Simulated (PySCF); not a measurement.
**Polarisability and C₆ of Ni(3+) (nickel, charge +3)**

[Ar] 3d7, high-spin 4F determinant. Calculation: PySCF 2.14, in def2-QZVPPD (11s6p5d4f2g, 100 functions); the non-relativistic Hamiltonian (point nucleus). Coupled (time-dependent) response in atomic units; α is the mean over directions.

```tsv
method	mean α (bohr³)	C₆ (like pair)	S(−4)
PBE0	1.641	3.835	0.8912
BLYP	1.746	4.095	1.098
```

S(−4) is the Cauchy moment in α(ω) = α(0) + S(−4) ω² + …

α(iu) at PBE0:

```
u (hartree)  α(iu) (bohr³)
          0          1.641
     0.0500          1.639
      0.100          1.633
      0.200          1.607
      0.300          1.568
      0.500          1.463
      0.750          1.316
       1.00          1.177
       1.50         0.9468
       2.00         0.7733
       3.00         0.5373
       5.00         0.2963
```

A single London oscillator, α(iu) = α/(1 + u²/ω²), gives C₆ = (3/4) ω α². Matching the computed C₆ needs ω = 4 × 3.835 / (3 × 1.641²) = 1.90 hartree.

For an ion, C₆ is the dispersion term alone; charge-induced terms of lower order in 1/R come first.
